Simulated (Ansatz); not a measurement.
Ge(CN)H3 (CH3GeN). The state is a singlet with charge 0. Geometry r2SCAN-D4/def2-TZVP, basis def2-TZVP, Ansatz.

| run | HOMO (eV) | LUMO (eV) |
| --- | --- | --- |
| A | -8.21 | -1.15 |
| B | -9.44 | -0.52 |
| C | -12.74 | 3.14 |
| D | -12.57 | 2.05 |
| E | -8.37 | -1.27 |
| F | -9.70 | -0.28 |

LC-ωPBE has ω = 0.4 bohr⁻¹. B3LYP takes the VWN-RPA correlation.

Question: The runs used B3LYP, BLYP, HF, LC-ωPBE, PBE, PBE0. Estimate which is which.

Answer: A BLYP (0 % exact exchange); B B3LYP (20 % exact exchange); C HF (100 % exact exchange); D LC-ωPBE (range-separated); E PBE (0 % exact exchange); F PBE0 (25 % exact exchange). Exact exchange lowers occupied and raises empty levels; among semilocal functionals meta-GGAs tend to open the gap a little, and such runs are hard to tell apart. The gap grows from 7.07 eV (BLYP) to 15.88 eV (HF).
